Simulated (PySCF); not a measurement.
A PySCF run on BeTl⁻

State: ³Σ⁻ (triplet), unpaired electrons π ↑↑.

An equivalent input (the run itself took its basis sets from the Basis Set Exchange, started from a PBE0 density and held the occupation σ 6α 6β, πx 3α 2β, πy 3α 2β, δx 1α 1β, δy 1α 1β):

```python
from pyscf import gto, dft
mol = gto.M(atom='Be 0 0 0; Tl 0 0 2.475', basis={'Be': 'def2-SVPD', 'Tl': 'def2-SVPD'}, ecp={'Tl': 'def2-SVPD'},
            charge=-1, spin=2, verbose=4, symmetry='C2v')
mf = dft.UKS(mol, xc='PBE')
mf.grids.atom_grid = (80, 434)
mf.grids.prune = dft.gen_grid.treutler_prune
mf.irrep_nelec = {'A1': (7, 7), 'A2': (1, 1), 'B1': (3, 2), 'B2': (3, 2)}
mf.conv_tol = 1e-9
mf.max_cycle = 60
mf.diis_space = 10
mf.kernel()
```

The log (some set-up lines and the per-cycle HOMO/LUMO lines removed):

```
******** <class 'pyscf.dft.uks_symm.SymAdaptedUKS'> ********
method = SymAdaptedUKS
damping factor = 0
level_shift factor = 0
DIIS = <class 'pyscf.scf.diis.CDIIS'>
diis_start_cycle = 1
diis_space = 10
diis_damp = 0
SCF conv_tol = 1e-09
SCF conv_tol_grad = None
SCF max_cycles = 60
number electrons alpha = 14  beta = 12
Set gradient conv threshold to 3.16228e-05
init E= -187.205483739097
cycle= 1 E= -187.206084264127  delta_E= -0.000601  |g|= 0.0242  |ddm|= 0.177
cycle= 2 E= -187.197216417756  delta_E= 0.00887  |g|= 0.0785  |ddm|=  0.2
cycle= 3 E= -187.206447462782  delta_E= -0.00923  |g|= 0.0124  |ddm|= 0.182
cycle= 4 E= -187.206734666748  delta_E= -0.000287  |g|= 0.000815  |ddm|= 0.0286
cycle= 5 E= -187.206740038731  delta_E= -5.37e-06  |g|= 0.000635  |ddm|= 0.00795
cycle= 6 E= -187.206742903584  delta_E= -2.86e-06  |g|= 0.000392  |ddm|= 0.00497
cycle= 7 E= -187.206746520021  delta_E= -3.62e-06  |g|= 0.00015  |ddm|= 0.0129
cycle= 8 E= -187.206746668614  delta_E= -1.49e-07  |g|= 1.93e-05  |ddm|= 0.00256
cycle= 9 E= -187.206746670275  delta_E= -1.66e-09  |g|= 3.22e-06  |ddm|= 0.000281
cycle= 10 E= -187.206746670305  delta_E= -2.98e-11  |g|= 4.69e-07  |ddm|= 3.41e-05
Extra cycle  E= -187.206746670303  delta_E= 1.76e-12  |g|= 1.15e-06  |ddm|= 4.29e-06
converged SCF energy = -187.206746670303  <S^2> = 2.0089556  2S+1 = 3.0059645
```

Repeating this along the bond gives Re = 2.471 Å and ωe = 357 cm⁻¹.

A point of this curve took 0.78 CPU seconds beside 0.16 for the integrals, on Arm Neoverse N1 (shared host).

Spin–orbit coupling is left out, which matters for elements this heavy, above all for dissociation energies. The highest Kohn–Sham level is positive in this anion. Much of that is self-interaction error, but it also means that the finite basis helps to hold the extra electron. The state was picked by a PBE0 search and need not be the measured ground state.
